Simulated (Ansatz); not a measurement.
Relaxation of CH$_{3}$OSSi (7 atoms, charge -1, multiplicity 1), to a largest force component of 0.015 eV/Å in at most 40 steps.

These are results of Ansatz, RKS PBE0-D4/def2-SVP, not measurements.

```xyz
7
Properties=species:S:1:pos:R:3
O -1.443 0.443 -0.728
C -0.285 -0.318 -0.615
Si -0.153 -1.836 -1.588
S 0.684 0.040 0.705
H -1.479 1.032 0.036
H -0.803 -1.574 -2.892
H 1.219 -2.249 -1.828
```

Q: Where does it end, and by what steps?

A: The forces met the threshold. Limits of this set-up: an anion without diffuse functions, the dipole of an ion depends on the origin. After 7 steps the energy has fallen by 0.286 eV; Si3 moved furthest, 0.23 Å.

| step | energy less start (eV) | largest force component (eV/Å) | accepted |
| --- | --- | --- | --- |
| 0 | 0.0000 | 1.324 | yes |
| 1 | -0.1046 | 2.095 | yes |
| 2 | -0.2124 | 1.416 | yes |
| 3 | -0.2495 | 0.699 | yes |
| 4 | -0.2790 | 0.385 | yes |
| 5 | -0.2839 | 0.143 | yes |
| 6 | -0.2821 | 0.096 | no |
| 7 | -0.2855 | 0.015 | yes |

```xyz
7
Properties=species:S:1:pos:R:3
O -1.432 0.367 -0.740
C -0.336 -0.396 -0.551
Si -0.280 -2.020 -1.542
S 0.687 0.080 0.689
H -1.357 1.050 -0.047
H -0.762 -1.473 -2.893
H 1.220 -2.072 -1.826
```

The run took 27 s on 1 thread of Arm Neoverse V1, on a shared host, peak memory 0.15 GiB.
